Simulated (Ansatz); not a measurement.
An input meant for InH2(CCH) (C₂H₃In) (charge 0, singlet).

```yaml
crystal:
  periodic: [false, false, false]
  atoms:
    - {symbol: In, position_ang: [0.691044, 1.196121, -0.001318]}
    - {symbol: H, position_ang: [2.411567, 1.092347, 0.033867]}
    - {symbol: H, position_ang: [-0.248819, 2.640820, -0.041356]}
    - {symbol: C, position_ang: [-0.367693, -0.626533, 0.004119]}
    - {symbol: C, position_ang: [-0.974464, -1.686915, 0.003369]}
    - {symbol: H, position_ang: [-1.511645, -2.615840, 0.001329]}
basis:
  gaussian: {orbitals: STO-3G}
hamiltonian: {xc: {name: HF}}
correlation: {method: mp2, frozen_orbitals: {In: 9}}
output: {forces: true}
```

```sh
$ ansatz run in.yaml --threads 4 --pin off --events-out ev --progress --plain --max-ram 3916MiB
```

(1) Predict how Ansatz answers.

## Answers

(1) The input was rejected before any iteration. Frozen orbitals are typed for one element alone, and the program wants a count for each (the count typed has to fit that element's core, too).
```
Functional definition: HF
Error: "frozen_orbitals" has no count for H
```
